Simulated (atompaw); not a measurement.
How hard is this Er (Z = 68) PAW (atompaw) potential?

Er (Z = 68), PAW, made with atompaw 4.2.0.5 (LDA (PW92), scalar-relativistic). Core [Kr] 4d10 5s2, reference 4f12 5p6 5d0 6s1.5 6p0 (charge +0.5). Waves: 6s (bound): rc 3.00 bohr; 6s channel at 2.85 Ry: rc 3.00 bohr; 5p (bound): rc 2.50 bohr; 6p (bound, empty): rc 2.40 bohr; 5d (bound, empty): rc 2.80 bohr; 5d channel at 1.35 Ry: rc 3.00 bohr; 4f (bound): rc 0.85 bohr; 4f channel at -0.1 Ry: rc 0.85 bohr. Local part: bessel scheme, radius 2.50 bohr. Core correction: smooth core density matched at 1.70 bohr. Augmentation charge: besselshape compensation charge, radius 2.90 bohr; PAW radius 3.00 bohr; waves and projectors: custom rrkj gramschmidtortho.

The pseudo-atom Hamiltonian at the reference potential is diagonalised in spherical Bessel functions j_l(qr) that vanish at 20 bohr, with q² up to the cutoff. All-electron valence levels (Ry): 6s -0.4831, 5p -2.1854, 6p -0.2429, 5d -0.2838, 4f -0.4804.

How do the lowest levels (Ry) of each channel move with the cutoff, and are there ghosts?

| cutoff (Ry) | s #1 | p #1 | p #2 | p #3 | d #1 | d #2 | f #1 | f #2 | Σ f·Δε (mRy) |
| --- | --- | --- | --- | --- | --- | --- | --- | --- | --- |
| 8 | -0.4831 | -2.1636 | -0.2177 | -0.0289 | -0.2781 | -0.0323 | 0.0201 | 0.1168 | 6133.2 |
| 15 | -0.4831 | -2.1852 | -0.2336 | -0.0336 | -0.2837 | -0.0341 | 0.0201 | 0.1166 | 6003.3 |
| 25 | -0.4831 | -2.1854 | -0.2427 | -0.0363 | -0.2838 | -0.0341 | 0.0201 | 0.1165 | 6001.6 |
| 35 | -0.4832 | -2.1854 | -0.2428 | -0.0363 | -0.2838 | -0.0341 | 0.0201 | 0.1164 | 6001.4 |
| 50 | -0.4832 | -2.1854 | -0.2429 | -0.0363 | -0.2838 | -0.0341 | 0.0200 | 0.1164 | 6001.1 |
| 70 | -0.4832 | -2.1854 | -0.2429 | -0.0363 | -0.2838 | -0.0341 | 0.0200 | 0.1162 | 6000.7 |
| 100 | -0.4832 | -2.1854 | -0.2429 | -0.0363 | -0.2838 | -0.0341 | 0.0197 | 0.1131 | 5996.5 |
| 140 | -0.4832 | -2.1854 | -0.2429 | -0.0363 | -0.2838 | -0.0341 | -0.3648 | 0.0204 | 1383.5 |
| 180 | -0.4832 | -2.1854 | -0.2429 | -0.0363 | -0.2838 | -0.0341 | -0.4733 | 0.0204 | 80.5 |
| 260 | -0.4832 | -2.1854 | -0.2429 | -0.0363 | -0.2838 | -0.0341 | -0.4786 | 0.0204 | 17.3 |
| 400 | -0.4832 | -2.1854 | -0.2429 | -0.0363 | -0.2838 | -0.0341 | -0.4800 | 0.0204 | 0.0 |

Result: no extra level below or beside the all-electron valence levels (s, p, d, f tested); 10 mRy is reached at 300 Ry and 1 mRy at over 300 Ry.
